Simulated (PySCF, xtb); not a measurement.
Si(H)2(F)(OMe) (CH5FOSi), SMILES CO[SiH2]F.

GFN2-xTB (xtb 6.7.1) at its own geometry gives an orbital gap of 6.74 eV and a dipole moment of 1.90 D.

Coordinates come from a B3LYP-D3(BJ)/def2-SVP optimisation. The values are those of a single conformer.

### Question
What does B3LYP/def2-TZVP (PySCF) give? (The exact figures need the calculation; the answer reports its results.)

### Answer
gap 8.91 eV (levels -8.49 and 0.42 eV), dipole 1.61 D.
